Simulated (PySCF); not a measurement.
Computed shifts of a molecule C3H8OSi, PBE0/pcSseg-1 (PySCF), GIAO, gas phase, atoms alike by connectivity averaged where their shifts nearly agree, in ppm (number of nuclei): ¹³C: 44.5 (1), 17.1 (2). ²⁹Si: -59.0 (1). ¹H: 4.21 (3), 1.34 (1), 0.93 (1), 0.87 (1), 0.79 (1), 0.67 (1). References: ¹⁷O against H2O (σ = 334.2 ppm); ¹³C against TMS (σ = 186.3 ppm); ²⁹Si against TMS (σ = 352.7 ppm); ¹H against TMS (σ = 31.56 ppm), references at their B3LYP-D3(BJ)/def2-TZVP geometries, non-relativistic. Geometry optimised at B3LYP-D3(BJ)/def2-SVP. One conformer was computed; it need not be the lowest.

Which molecule gave these data?
A) O[SiH]1CCC1
B) C1CO[SiH2]C1
C) C[C@H]1OC[SiH2]1
D) OC1([SiH3])CC1

D, OC1([SiH3])CC1
